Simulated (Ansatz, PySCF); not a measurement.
CH₅ClF₂Si₂, SMILES FC[Si@](F)([SiH3])Cl. Atoms are numbered in the order given.

```xyz
11

F     -1.2946    -2.1930     0.2698
C     -1.5600    -0.8365     0.4518
Si    -0.1488     0.1264    -0.3616
F     -0.4143     0.1812    -1.9680
Si     1.9235    -0.8637     0.0793
Cl    -0.2303     2.0765     0.3463
H     -1.6135    -0.6187     1.5332
H     -2.5397    -0.5902     0.0049
H      2.0020    -2.1929    -0.5867
H      3.0182     0.0205    -0.4099
H      2.0365    -1.0317     1.5564
```
Charge 0, spin multiplicity 1.

Geometry optimised at B3LYP-D3(BJ)/def2-SVP. The structure was generated by enumeration; whether it is a known compound was not checked. The values are those of a single conformer.

Two levels are set side by side: PBE-D3(BJ)/def2-SVP (Ansatz, a program for electronic structure) and B3LYP-D3(BJ)/def2-SVP (Ansatz). Each level has its own optimised geometry; the coordinates shown are those of the second. Frequencies come from the Hessian of PySCF at each geometry. Differences are taken from unrounded values.

| quantity | B3LYP-D3(BJ) | PBE-D3(BJ) | PBE-D3(BJ) minus B3LYP-D3(BJ) |
|---|---|---|---|
| mean bond length (Å) | 1.601 | 1.610 | 0.009 |
| bond F1–C2 (Å) | 1.394 | 1.398 | 0.004 |
| bond C2–Si3 (Å) | 1.892 | 1.901 | 0.009 |
| bond Si3–F4 (Å) | 1.629 | 1.641 | 0.012 |
| bond Si3–Si5 (Å) | 2.339 | 2.343 | 0.005 |
| bond Si3–Cl6 (Å) | 2.076 | 2.081 | 0.005 |
| bond C2–H7 (Å) | 1.104 | 1.114 | 0.009 |
| bond C2–H8 (Å) | 1.105 | 1.114 | 0.009 |
| bond Si5–H9 (Å) | 1.489 | 1.502 | 0.013 |
| bond Si5–H10 (Å) | 1.490 | 1.503 | 0.013 |
| bond Si5–H11 (Å) | 1.491 | 1.504 | 0.013 |
| highest harmonic wavenumber (cm⁻¹) | 3091 | 3019 | -72 |
| mean harmonic wavenumber (cm⁻¹) | 975 | 945 | -31 |
| zero-point energy (kcal/mol) | 37.64 | 36.46 | -1.18 |

Exact exchange shortens and stiffens bonds; PBE has none. Differences between two approximate levels are no errors against the true value.
